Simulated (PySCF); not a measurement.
CH7NSn, SMILES [CH3][SnH2][NH2] (B3LYP/def2-SVP optimised geometry):

```
10

Sn    -0.982    -0.293     0.000
C      1.197    -0.293     0.000
N     -1.853    -1.187    -1.648
H     -1.577    -1.174     1.356
H     -1.577     1.325     0.000
H      1.577    -1.325    -0.024
H      1.567     0.202     0.912
H      1.577     0.250    -0.878
H     -1.600    -0.730    -2.525
H     -1.597    -2.171    -1.745
```

Level of theory: B3LYP/def2-TZVP, def2 effective core potentials past Kr in PySCF.

What are the frontier orbital energies and the dipole moment?

HOMO-2 -8.64 eV, HOMO-1 -8.33 eV, HOMO -6.74 eV, LUMO -0.29 eV, LUMO+1 0.24 eV; dipole moment 1.82 D.

On the same geometry PBE/def2-TZVP, def2 effective core potentials past Kr in PySCF gives HOMO-2 -7.57 eV, HOMO-1 -7.30 eV, HOMO -5.61 eV, LUMO -0.80 eV, LUMO+1 -0.24 eV; dipole moment 1.76 D.
